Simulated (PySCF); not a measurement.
C3H7In, SMILES C=[CH][InH][CH3].

The structure is a stationary point at r2SCAN-D4/def2-SVP. The structure was generated by enumeration; whether it is a known compound was not checked. The def2 effective core potentials stand for the cores of In; spin–orbit coupling is left out. One conformer was computed; it need not be the lowest.

Two levels are set side by side: PBE/def2-TZVP (PySCF) and CAM-B3LYP/def2-TZVP (PySCF). Same geometry, gas phase. Differences are taken from unrounded values.

```tsv
quantity	PBE
orbital gap (eV)	3.87
highest occupied level (eV)	-6.12
lowest empty level (eV)	-2.25
dipole moment (D)	0.64
mean polarisability (bohr³)	78.5
```

These are the PBE values. What does CAM-B3LYP give? (An estimate is asked for; the answer gives what the named calculation found.)


```
quantity                     CAM-B3LYP  PBE minus CAM-B3LYP
---------------------------  ---------  -------------------
orbital gap (eV)                  7.96                -4.09
highest occupied level (eV)      -8.60                 2.48
lowest empty level (eV)          -0.65                -1.61
dipole moment (D)                 0.57                 0.06
mean polarisability (bohr³)       75.2                  3.4
```

PBE's occupied levels lie high since its potential decays too fast outside the molecule; exact exchange lowers them and widens the gap. PBE's more diffuse valence density responds more strongly to a field. Differences between two approximate levels are no errors against the true value.

Rough cost on one machine, each run with all the roots and properties that it gave: CAM-B3LYP against PBE within a factor of 2.
